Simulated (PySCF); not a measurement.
## Ionisation energy of Sr by level of theory

Sr [Kr] 5s2 → Sr⁺ [Kr] 5s1 [5s1/2^1, M_J = 1/2], as a difference of total energies. Computed with PySCF 2.14 in x2c-TZVPPall-2c, with the two-component X2C-1e Hamiltonian. Correlated levels: [Ar] 3d10 frozen; the 6 highest virtual spinors dropped. "Screened" scales the spin-orbit matrix elements by Boettger's factors to mimic the two-electron term; Breit and QED terms are absent.

| method | ionisation energy (eV) | error (eV) |
| --- | --- | --- |
| GHF (screened spin-orbit) | 4.746 | -0.949 |
| GMP2 (screened spin-orbit) | 5.566 | -0.129 |

Reference: 5.695 eV (measured; NIST Atomic Spectra Database, ionization energies).

Errors of the correlated levels include the incompleteness of this basis and the frozen core.
